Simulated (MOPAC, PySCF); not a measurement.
C₆H₈B₂, SMILES `Bc1ccc(B)cc1` (H–B–C–C torsion 0°, C–C–B–H torsion 180°), neutral singlet in the gas phase. 

Cartesian coordinates (Å):
```xyz
16

B     -2.9665     0.0924     0.1456
C     -1.4234     0.0443     0.0699
C     -0.6435     1.1951     0.3315
C      0.7458     1.1519     0.2631
C      1.4234    -0.0443    -0.0699
B      2.9665    -0.0924    -0.1457
C      0.6435    -1.1952    -0.3313
C     -0.7458    -1.1519    -0.2632
H     -3.5288     1.1210     0.4326
H     -3.6170    -0.8984    -0.0819
H     -1.1487     2.1293     0.5907
H      1.3309     2.0522     0.4686
H      3.5289    -1.1214    -0.4308
H      3.6169     0.8990     0.0799
H      1.1487    -2.1294    -0.5903
H     -1.3309    -2.0521    -0.4689
```
Charge 0, multiplicity 1.

All levels are single points at this geometry (B3LYP-D3(BJ)/def2-SVP); Pople sets use spherical d functions. Orbital energies aren't observables, and empty levels follow the basis.

| level | HOMO (eV) | LUMO (eV) | gap (eV) | dipole (D) | vertical IE, Delta-SCF (eV) |
|---|---|---|---|---|---|
| B3LYP-D3(BJ)/def2-SVP in PySCF | -7.45 | -2.99 | 4.46 | 0.00 | 9.50 |
| PBE-D3(BJ)/def2-SVP in PySCF | -6.78 | -3.71 | 3.07 | 0.00 | – |
| B3LYP/3-21G in PySCF | -7.37 | -2.84 | 4.53 | 0.00 | – |
| B3LYP/6-311+G** in PySCF | -7.51 | -3.07 | 4.44 | 0.00 | – |
| B3LYP/6-31G* in PySCF | -7.20 | -2.74 | 4.47 | 0.00 | 9.29 |
| BP86/6-31G* in PySCF | -6.62 | -3.55 | 3.07 | 0.00 | – |
| PBE/6-31G* in PySCF | -6.53 | -3.47 | 3.06 | 0.00 | – |
| SVWN5/6-31G* in PySCF | -6.73 | -3.73 | 3.00 | 0.00 | – |
| HF/3-21G in PySCF | -9.47 | 0.71 | 10.18 | 0.00 | – |
| HF/6-31G* in PySCF | -9.22 | 0.88 | 10.11 | 0.00 | – |
| HF/STO-3G in PySCF | -7.74 | 3.98 | 11.72 | 0.00 | – |
| AM1 in MOPAC | -9.76 | -0.55 | 9.21 | 0.00 | – |
| PM6 in MOPAC | -9.79 | -1.30 | 8.49 | 0.00 | – |
